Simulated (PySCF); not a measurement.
**Heteronuclear NMR**

Mapped SMILES: `[F:1][c:2]1[cH:3][cH:4][c:5]([Br:6])[cH:7][cH:8]1`; H(Xn) means a hydrogen on atom n.

PySCF calculation with J couplings at B3LYP/pcJ-1 (pcSseg-1 on Br) (spin–dipole term only in couplings to heteroatoms), geometry from PBE0-D3(BJ)/def2-SVP and shielding tensors at PBE0/pcSseg-1 (GIAO); no relativistic terms, single conformer, rapidly exchanging positions averaged, gas phase.

Predict the 19F NMR data.

Answers


| atoms | environment | σ (ppm) | δ (ppm) |
| --- | --- | --- | --- |
| F1 | aryl fluorine | 290.5 | -112.9 |

Shieldings were converted by a linear fit to measured shifts: 19F: δ = 160.63 − 0.942σ +14.9 on sp3 carbon (rms 6.9 ppm, 221 shifts, 7.7 ppm with the 5 outliers that the fit left out vs CFCl3, solution or neat liquid). A few per cent of atoms miss by over 2 rms, more outside the fitted compound classes. Couplings are scaled by factors fitted to measured values: 3J(H,H) × 0.91 (rms 0.4 Hz, 0.5 with 2 outliers), 1J(C,F) × 0.77 (rms 7.3 Hz), 2J(C,F) × 1.09 (rms 1.9 Hz, 5.0 with 1 outliers), 3J(C,F) × 1.48 (rms 1.3 Hz); all others are unscaled and can be 10–30 % off.

Couplings (the largest are listed; each averaged over equivalent pairs): 1J(F1,C2) = -244.6 Hz, 2J(F1,C3) = 22.1 Hz, 3J(F1,H(C3)) = 8.3 Hz, 3J(F1,C4) = 7.4 Hz.

On a 300 MHz spectrometer 19F resonates near 282.3 MHz, so 1 ppm is 282.3 Hz.

Relativistic effects, spin–orbit coupling among them, are left out; they matter for Br and for the light atoms bonded to it.
